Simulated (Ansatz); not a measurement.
Ideal-gas functions of hydrogen iodide at 800 K and 1 bar, from an Ansatz frequency run at PBE0-D4/def2-TZVP.

Molar mass 127.91 g/mol, point group C∞v (symmetry number 1), electronic degeneracy 1, moments of inertia 2.592 u Å². Harmonic wavenumbers (cm⁻¹, unscaled): 2344.

Use S(trans) = R[1.5 ln M + 2.5 ln T − 1.1517]; rotational temperatures θ = 24.2544 K / I; S(rot) = R[ln(T/σθ) + 1]; for each mode x = 1.438777 ν̃/T, S = R[x/(eˣ − 1) − ln(1 − e⁻ˣ)] and H = RT x/(eˣ − 1); 1 cm⁻¹ = 0.0119627 kJ/mol; R = 8.31446 J/(mol·K).

**Question.** By hand: the entropy, in J/(mol·K).

**Answer.** Translation 189.9. Rotation: θ = 9.3574 K, giving 45.3. Vibration, mode by mode: 0.65, in all 0.6. Electronic 0.0. Sum 235.8 J/(mol·K).

**Question.** By hand: H − E and G − E in kJ/mol, counted from the electronic energy.

**Answer.** Zero-point energy ½ × 2344 × 0.0119627 = 14.0; thermal vibration 0.4; translation, rotation and pV give 3.5 RT = 23.3. H − E = 37.7 kJ/mol, and G − E = 37.7 − 800 × 235.8/1000 = -150.9 kJ/mol.

Vibration gives 0 % of the entropy; all modes have x over 3 and are hardly excited.
